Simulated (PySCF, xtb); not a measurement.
FH₄NSi, SMILES N[SiH2]F.

GFN2-xTB (xtb 6.7.1) at its own geometry gives an orbital gap of 6.13 eV and a dipole moment of 2.67 D.

Geometry optimised at PBE0-D3(BJ)/def2-TZVP. The values are those of a single conformer.

What does CAM-B3LYP/def2-TZVPD (PySCF) give? (Estimate from the structure and the level; the computed values follow.)

gap 10.37 eV (levels -9.68 and 0.69 eV), dipole 1.92 D.
